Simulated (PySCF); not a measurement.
SMILES c1(ccccc1F)Cl (C6H4ClF), singlet at its GFN2-xTB optimised geometry (Å):

```
12

F     -1.3448    -2.0892     0.0000
C     -0.6747    -0.9239     0.0000
C     -1.3895     0.2599     0.0000
C     -0.7072     1.4638     0.0000
C      0.6775     1.4756     0.0000
C      1.3889     0.2883     0.0000
C      0.7156    -0.9239     0.0000
Cl     1.5876    -2.4135     0.0000
H     -2.4671     0.2199     0.0000
H     -1.2590     2.3908     0.0000
H      1.2108     2.4135     0.0000
H      2.4671     0.2915     0.0000
```

Computed with PySCF 2.14.0 with CAM-B3LYP/def2-TZVP. Cells within 0.4 Å of a nucleus heavier than hydrogen are left out (blank, or x).

Map of the Laplacian of the electron density (e/bohr⁵), clipped to [-1.50, 1.50] on the plane z = 0.0 Å:

```
|55555555555555555555555555555|
|55555555555555555555555555555|
|55555555555555555555555555555|
|55555555555555555555555555555|
|55555555555555555555555555555|
|55555555555555555555555555555|
|55555555550455555405555555555|
|55555555550255554105555555555|
|55555555553045553045555555555|
|55555555554xx42xxx55555555555|
|55555555555xx426xx55555555555|
|55555555553135553135555555555|
|5555555446x2555552x7445555555|
|555555001xx6555556xx000555555|
|555555223xx3555553xx344555555|
|55555555552146564125555555555|
|555555555544x544xx45555555555|
|55555555555xxx1xxx55555555555|
|555555555664x444x445555555555|
|55555555785556555444555555555|
|555555558xx375555459345555555|
|555555558xx1755553xxx25555555|
|555555557988655552xxx35555555|
|55555555566555555439555555555|
|55555555555555555554555555555|
|55555555555555555555555555555|
|55555555555555555555555555555|
|55555555555555555555555555555|
|55555555555555555555555555555|
```
Scale: ten equal steps from -1.50 (start of '0') to 1.50 (end of '9'), in the order '0123456789'; x runs from -4.50 to 4.50, y from -4.50 (bottom) to 4.50 (top).
